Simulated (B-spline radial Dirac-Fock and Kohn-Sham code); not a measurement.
# Core-level shifts of dysprosium with charge state

These are calculated numbers from a radial B-spline solver; the model is multi-electron Dirac-Fock with separately optimised hole states, Breit and Lamb-shift corrections added in first order. Each ion is free and in its tabulated ground configuration. Electron correlation is not included.

Reference: Dy³³⁺, [Ar] 3d10 4s2 4p3, with 1s 55133.7 eV, 3s 3319.4 eV, 3p3/2 2944.6 eV, 3d3/2 2608.8 eV, 4s 1503.4 eV, Kα1 (K-L3) 46010.9 eV, Kβ1 (K-M3) 52189.1 eV, Lα1 (L3-M5) 6551.1 eV. Shifts from it, in eV (a dash: the subshell is empty, belongs to an open shell averaged over j, or its hole state is left out as unreliable):

```csv
ion,configuration,1s,3s,3p3/2,3d3/2,4s,Kα1,Kβ1,Lα1
Dy³⁴⁺,[Ar] 3d10 4s2 4p2,+72.3,+59.5,+59.1,+60.7,+44.4,+5.50,+13.18,+6.17
Dy³⁵⁺,[Ar] 3d10 4s2 4p1,?,?,?,?,?,?,?,?
Dy³⁶⁺,[Ar] 3d10 4s2,+220.0,+180.5,+179.2,+184.3,+134.6,+17.08,+40.81,+19.07
Dy³⁷⁺,[Ar] 3d10 4s1,+293.6,–,+241.1,+247.8,+186.6,+21.08,+52.44,+25.26
Dy³⁸⁺,[Ar] 3d10,+370.2,+302.0,+303.6,+312.0,–,+27.43,+66.62,+31.62
```

Question: Give the missing shifts for Dy³⁵⁺.

Answer: 1s +145.6, 3s +119.7, 3p3/2 +118.8, 3d3/2 +122.2, 4s +89.3, Kα1 +11.20, Kβ1 +26.78, Lα1 +12.52 (eV).

Over this range K (1s) moves by +370.2 eV and Kα1 by +27.4 eV: a line is a difference of two levels that shift in the same direction.
